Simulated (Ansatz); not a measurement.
C3H4BF (`BC1=CC1F`). Charge 0, multiplicity 1.

```xyz
9

B     0.5373    1.1303    1.0953
C    -0.0956    0.3481   -0.0154
C    -0.6997    0.0154   -1.1289
C    -0.2440   -1.1147   -0.3849
F     0.8704   -1.8017   -0.8131
H    -0.1431    1.6755    1.9120
H     1.7268    1.1465    1.1932
H    -1.0876    0.3818   -2.0653
H    -0.8645   -1.7812    0.2070
```

Question: What are the harmonic wavenumbers in cm⁻¹ at PBE0-D4/def2-TZVP (Ansatz, finite differences of forces, unscaled)? (An estimate is asked.)

Answer: Ansatz gave: 111, 201, 263, 460, 506, 746, 768, 880, 937, 980, 1000, 1017, 1039, 1207, 1259, 1354, 1799, 2599, 2683, 3162, 3280.

Question: Is this a minimum?

Answer: Yes, all 21 modes are real.

Question: Give the ideal-gas thermochemistry at 298.15 K and 1 bar (rigid rotor, harmonic oscillator; point group C1, symmetry number 1).

Answer: Zero-point energy 157.0 kJ/mol; H(298) − E = 174.0 kJ/mol; entropy 307.7 J/(mol·K), of which translation 161.8, rotation 105.5, vibration 40.4; G(298) − E = 82.3 kJ/mol.

Question: And at 400, 500, 600, 800 and 1000 K?

Answer: 
| T (K) | H − E (kJ/mol) | S (J/mol/K) | G − E (kJ/mol) |
| --- | --- | --- | --- |
| 400 | 183.7 | 335.6 | 49.5 |
| 500 | 195.1 | 360.9 | 14.6 |
| 600 | 207.8 | 384.1 | -22.6 |
| 800 | 236.5 | 425.1 | -103.6 |
| 1000 | 268.2 | 460.5 | -192.3 |
